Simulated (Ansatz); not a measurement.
`Oc1ccc(Oc2ccccc2)cc1`. The state is a singlet with charge 0. Geometry PBE-D4/def2-SVP.

| atom | x (Å) | y (Å) | z (Å) |
| --- | --- | --- | --- |
| O1 | 2.080 | -0.731 | -4.332 |
| C2 | 1.472 | -0.808 | -3.115 |
| C3 | 2.071 | -1.618 | -2.129 |
| C4 | 1.492 | -1.727 | -0.860 |
| C5 | 0.305 | -1.037 | -0.564 |
| O6 | -0.274 | -1.241 | 0.676 |
| C7 | -0.646 | -0.165 | 1.449 |
| C8 | -1.650 | -0.399 | 2.407 |
| C9 | -2.044 | 0.636 | 3.265 |
| C10 | -1.450 | 1.905 | 3.173 |
| C11 | -0.446 | 2.127 | 2.216 |
| C12 | -0.037 | 1.101 | 1.352 |
| C13 | -0.304 | -0.234 | -1.543 |
| C14 | 0.281 | -0.118 | -2.810 |
| H15 | 1.548 | -0.147 | -4.905 |
| H16 | 2.999 | -2.154 | -2.378 |
| H17 | 1.950 | -2.352 | -0.080 |
| H18 | -2.103 | -1.399 | 2.459 |
| H19 | -2.832 | 0.447 | 4.011 |
| H20 | -1.766 | 2.717 | 3.845 |
| H21 | 0.035 | 3.115 | 2.142 |
| H22 | 0.756 | 1.273 | 0.610 |
| H23 | -1.239 | 0.297 | -1.310 |
| H24 | -0.199 | 0.512 | -3.578 |

The restricted singlet is unstable towards broken spin symmetry in Hartree–Fock (as tested in another run); at HF/STO-3G this wasn't settled.

(1) Estimate the orbital energies around the gap (eV) in Ansatz with HF/STO-3G, PBE-D4/def2-SVP, PBE-D4/def2-TZVP, PBE0-D4/def2-SVP, PBE0-D4/def2-TZVP.

Answers

(1) 
```csv
orbital,HF/STO-3G,PBE-D4/def2-SVP,PBE-D4/def2-TZVP,PBE0-D4/def2-SVP,PBE0-D4/def2-TZVP
HOMO−13,-14.25,-10.10,-10.18,-11.84,-11.89
HOMO−12,-13.97,-9.98,-10.09,-11.74,-11.78
HOMO−11,-13.61,-9.84,-9.97,-11.61,-11.66
HOMO−10,-12.87,-9.28,-9.38,-11.01,-11.04
HOMO−9,-12.53,-9.09,-9.21,-10.78,-10.83
HOMO−8,-12.24,-8.66,-8.71,-10.25,-10.25
HOMO−7,-11.74,-8.40,-8.53,-10.03,-10.08
HOMO−6,-11.52,-8.25,-8.32,-9.82,-9.84
HOMO−5,-10.85,-7.93,-8.02,-9.49,-9.52
HOMO−4,-10.33,-7.50,-7.63,-9.06,-9.12
HOMO−3,-7.96,-6.43,-6.52,-7.54,-7.56
HOMO−2,-7.68,-6.21,-6.28,-7.29,-7.30
HOMO−1,-7.04,-5.73,-5.83,-6.85,-6.88
HOMO,-6.04,-5.00,-5.10,-6.08,-6.12
LUMO,6.89,-1.36,-1.53,-0.53,-0.67
LUMO+1,7.03,-0.99,-1.13,-0.12,-0.23
LUMO+2,7.18,-0.93,-1.09,-0.07,-0.18
LUMO+3,7.59,-0.50,-0.66,0.39,0.27
LUMO+4,13.17,0.48,-0.05,1.47,0.86
LUMO+5,13.50,1.09,0.71,1.98,1.55
```
